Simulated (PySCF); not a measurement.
C₂H₁₁NSi₃.

```xyz
17

C      3.1915     0.8719     0.4414
Si     1.6960    -0.0842     1.0861
Si     0.1173    -0.4976    -0.5938
C     -0.8344     1.1072    -1.1434
N     -2.1313     0.7674    -0.5466
Si    -2.1003    -0.8680     0.0627
H      3.7215     0.2973    -0.3344
H      3.9026     1.0823     1.2563
H      2.8838     1.8339     0.0019
H      1.0067     0.7062     2.1567
H      2.1396    -1.3801     1.6937
H      0.6947    -1.2819    -1.7332
H     -0.4011     2.0420    -0.7343
H     -0.8637     1.2152    -2.2467
H     -2.8947     1.4329    -0.6361
H     -2.9415    -1.8764    -0.6688
H     -2.4542    -1.0211     1.5130
```
Charge 0, spin multiplicity 1.

Geometry: r2SCAN-D4/def2-SVP. The structure was generated by enumeration; whether it is a known compound was not checked. One conformer was computed; it need not be the lowest.

Computed with KT2/pcSseg-1 (PySCF). Non-relativistic, no solvent.

Computed absolute GIAO shielding of each atom: isotropic value and principal components (ppm):
```csv
atom,σ(iso),σ11,σ22,σ33,span
C1,191.2,186.2,193.3,194.3,8.1
Si2,427.4,398.3,417.7,466.1,67.7
Si3,407.3,357.0,387.6,477.2,120.2
C4,138.2,110.3,119.8,184.6,74.3
N5,232.2,171.3,220.8,304.5,133.2
Si6,377.5,301.7,353.2,477.5,175.9
H7,31.0,26.4,28.7,37.8,11.4
H8,30.6,25.6,27.5,38.6,13.0
H9,30.9,26.2,29.5,37.1,10.8
H10,26.8,23.3,25.8,31.4,8.1
H11,27.0,23.7,25.5,31.9,8.2
H12,26.5,23.5,25.4,30.7,7.2
H13,27.5,23.3,26.4,32.7,9.4
H14,27.2,23.1,25.9,32.6,9.5
H15,31.3,21.3,29.1,43.5,22.2
H16,25.1,21.9,23.1,30.4,8.5
H17,25.4,22.7,23.1,30.3,7.7
```
